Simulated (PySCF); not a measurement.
Simulated outer-valence photoelectron spectrum of `CC#C[SiH2]F`. The calculation used EOM-IP-CCSD/aug-cc-pVDZ in PySCF, restricted Hartree–Fock reference, frozen core, non-relativistic, gas phase, PBE0-D3(BJ)/def2-SVP geometry.

Each root has a Gaussian of 0.5 eV full width with its one-hole share as area; cross sections and vibrations are left out, and the highest printed point is 100.

```
ionisation energy (eV)  intensity
                   9.8          0
                  10.0          4
                  10.2         21
                  10.4         48
                  10.6         53
                  10.8         28
                  11.0          7
                  11.2          1
                  11.4          0
                  11.6          0
                  11.8          0
                  12.0          1
                  12.2          5
                  12.4         20
                  12.6         32
                  12.8         31
                  13.0         32
                  13.2         27
                  13.4         11
                  13.6          2
                  13.8          0
                  14.0          0
                  14.2          0
                  14.4          0
                  14.6          0
                  14.8          3
                  15.0         22
                  15.2         68
                  15.4        100
                  15.6         80
                  15.8         37
                  16.0          9
                  16.2          1
```

Question: Where are the maxima, and how many lines lie under the curve?

Answer: 4 maxima, at 10.5, 12.7, 13.0 and 15.4 eV, from 8 lines. At this width some lines have no maximum of their own.

Question: List the lines with their holes.

Answer: 
| E (eV) | leading hole (HF orbital) | area | Koopmans (eV) |
| --- | --- | --- | --- |
| 10.43 | HOMO | 0.96 | 10.60 |
| 10.62 | HOMO-1 | 0.96 | 10.77 |
| 12.60 | HOMO-2 | 0.95 | 13.42 |
| 13.10 | HOMO-3 | 0.94 | 14.55 |
| 15.31 | HOMO-4 | 0.95 | 16.38 |
| 15.33 | HOMO-5 | 0.95 | 16.40 |
| 15.48 | HOMO-6 | 0.94 | 17.29 |
| 15.64 | HOMO-7 | 0.94 | 17.77 |

The widest gap, 2.21 eV, lies between 13.10 and 15.31 eV. Only orbitals with −ε under 21 eV, eight at most, were ionised, so the high end of the curve may lack lines.
